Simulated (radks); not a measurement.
The numbers below are computed, except where a source is named.
All-electron atom: Dy5+ in [Kr] 4d10 4f8 5s2 5p5. Code: a radial shooting solver on a logarithmic mesh with Libxc functionals. Model: Dirac Kohn-Sham, PBE, spin-unpolarised, spherical densities, finite nucleus; open shells are shared between the two j in proportion to 2j + 1; Fermi nuclear charge, rms radius 5.2218 fm.

Normalised radial functions P(r) = r R(r) (large component), r in bohr:

r           5p3/2   4f7/2
0.002359   0.0038  0.0000
0.003147   0.0064  0.0000
0.004164   0.0107  0.0000
0.005553   0.0179  0.0000
0.007348   0.0290  0.0000
0.0098     0.0466  0.0000
0.01297    0.0720  0.0001
0.0173     0.1084  0.0003
0.02288    0.1531  0.0008
0.03052    0.2026  0.0022
0.04038    0.2383  0.0057
0.05386    0.2337  0.0148
0.07127    0.1560  0.0354
0.09505   -0.0139  0.0813
0.1258    -0.2215  0.1687
0.1677    -0.3477  0.3242
0.2219    -0.2374  0.5473
0.296      0.1252  0.8213
0.3948     0.4757  1.0601
0.5224     0.4440  1.1595
0.6967    -0.0578  1.0748
0.9219    -0.6714  0.8526
1.23      -0.9871  0.5699
1.627     -0.8401  0.3176
2.17      -0.4512  0.1336
2.871     -0.1529  0.0409
3.829     -0.0269  0.0073
5.067     -0.0023  0.0007

5p3/2: eigenvalue -82.581 eV, 3 radial nodes at r = 0.0932, 0.271, 0.679 bohr, <r> = 1.42 bohr, 90 % of the charge inside 2.04 bohr. 4f7/2: eigenvalue -71.258 eV, 0 radial nodes, <r> = 0.754 bohr, 90 % of the charge inside 1.26 bohr.
